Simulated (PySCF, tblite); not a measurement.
C5H8O4Si.
Numbering: `[O:1]=[CH:2][O:3]/[CH:4]=[CH:5]\[C@H:6]1[CH2:7][O:8][SiH2:9][O:10]1` (hydrogens: H11 on C2; H12 on C4; H13 on C5; H14 on C6; H15, H16 on C7; H17, H18 on Si9)

Geometry (GFN2-xTB, Å), atoms numbered from 1 in this order:
```xyz
18
C5H8O4Si angstrom
O      4.3492   -0.4321   -0.0177
C      3.6053    0.2685    0.5988
O      2.2751    0.2359    0.5816
C      1.6560   -0.6971   -0.2291
C      0.3374   -0.8058   -0.2768
C     -0.6151    0.0409    0.5120
C     -1.1827    1.1924   -0.3679
O     -2.4440    0.8082   -0.8199
Si    -3.0507   -0.4523    0.0377
O     -1.7078   -0.7221    0.9390
H      3.9205    1.0683    1.2881
H      2.3350   -1.3107   -0.8069
H     -0.1143   -1.5422   -0.9213
H     -0.1097    0.4476    1.3937
H     -0.5378    1.3868   -1.2288
H     -1.2752    2.1083    0.2245
H     -4.1160   -0.0564    0.9416
H     -3.3339   -1.5318   -0.8935
```

The calculation used PBE0/pcSseg-1 in PySCF (dipole) on a GFN2-xTB geometry, gas phase.

Masses are those of the commonest isotopes; rigid-rotor values at the optimised geometry. The values belong to one conformer with, in the numbering `[O:1]=[CH:2][O:3]/[CH:4]=[CH:5]\[C@H:6]1[CH2:7][O:8][SiH2:9][O:10]1`, O1–C2–O3–C4 0°, C2–O3–C4–C5 179°, C4–C5–C6–C7 99°, C5–C6–C7–O8 99°, C6–C7–O8–Si9 16°, C7–O8–Si9–O10 -6°, O8–Si9–O10–C6 -8°.

**Question.** Give the principal moments of inertia and the rotational constants in MHz.

**Answer.** Ia = 118.50, Ib = 1094.60, Ic = 1130.14 u·Å²; 505379 MHz·u·Å²/I gives A = 4265, B = 461.7, C = 447.2 MHz.

**Question.** Classify the top.

**Answer.** A near-prolate asymmetric top: κ = (2 × 461.7 − 4265 − 447.2)/(4265 − 447.2) = -0.99.

**Question.** Is it planar, by Δ = Ic − Ia − Ib?

**Answer.** Not planar: Δ = Ic − Ia − Ib = -82.95 u·Å². For a rigid frame Δ = −2 Σ m c², so Σ m c² = 41.48 u·Å² lies off the ab plane: 11.86 from hydrogen and 29.62 from heavier atoms. The atom farthest from that plane is 1.45 Å away.

**Question.** Give the other two planar moments, Paa and Pbb, and the rms extents of the mass along the axes.

**Answer.** Paa = Σ m a² = (Ib + Ic − Ia)/2 = 1053.12 and Pbb = Σ m b² = (Ia + Ic − Ib)/2 = 77.02 u·Å². With the mass M = 160.02 u, the rms extents √(P/M) along a, b and c are 2.57, 0.69, 0.51 Å.

**Question.** Where do the levels up to J = 5 lie, in MHz?

**Answer.** Above 0(0,0):
J = 1: 1(0,1) 909, 1(1,1) 4712, 1(1,0) 4727
J = 2: 2(0,2) 2727, 2(1,2) 6515, 2(1,1) 6559, 2(2,1) 17969, 2(2,0) 17969
J = 3: 3(0,3) 5453, 3(1,3) 9220, 3(1,2) 9307, 3(2,2) 20695, 3(2,1) 20696, 3(3,1) 39748, 3(3,0) 39748
J = 4: 4(0,4) 9088, 4(1,4) 12827, 4(1,3) 12972, 4(2,3) 24331, 4(2,2) 24331, 4(3,2) 43384, 4(3,1) 43384, 4(4,1) 70057, 4(4,0) 70057
J = 5: 5(0,5) 13632, 5(1,5) 17335, 5(1,4) 17552, 5(2,4) 28875, 5(2,3) 28877, 5(3,3) 47928, 5(3,2) 47928, 5(4,2) 74602, 5(4,1) 74602, 5(5,1) 108896, 5(5,0) 108896
Those of J = 1 are B + C, A + C and A + B.

**Question.** Predict some low-J microwave lines.

**Answer.** The dipole components are |μa| = 0.86 D, |μb| = 0.74 D, |μc| = 0.85 D. The squared components, which scale the intensities, stand as 1.00 : 0.72 : 0.96 (a : b : c). Some lines, for components of 0.1 D or more:

| type | branch | J(Ka,Kc) | MHz | lower level (cm⁻¹) |
| --- | --- | --- | --- | --- |
| a | R | 2(1,2) ← 1(1,1) | 1803 | 0.157 |
| a | R | 3(2,1) ← 2(2,0) | 2727 | 0.599 |
| c | Q | 2(1,2) ← 2(0,2) | 3789 | 0.091 |
| b | Q | 3(1,2) ← 3(0,3) | 3854 | 0.182 |
| b | Q | 4(2,3) ← 4(1,4) | 11504 | 0.428 |
| c | R | 4(2,3) ← 3(1,3) | 15111 | 0.308 |
| b | Q | 3(3,0) ← 3(2,1) | 19052 | 0.690 |
| b | Q | 4(4,0) ← 4(3,1) | 26674 | 1.447 |
| b | Q | 4(4,1) ← 4(3,2) | 26674 | 1.447 |
| c | R | 4(4,1) ← 3(3,1) | 30309 | 1.326 |

**Question.** Estimate the classical rotational partition function at 10 K, 25 K and 200 K.

**Answer.** Point group C1, symmetry number σ = 1; q = (√π/σ)·√((kT/h)³/(ABC)), k/h = 20836.6 MHz/K: 5680 at 10 K, 22500 at 25 K, 508000 at 200 K.

Its GFN2-xTB frequencies are all real (lowest 17 cm⁻¹). Constants of a rigid frame at the computed geometry: no zero-point averaging, no centrifugal distortion.
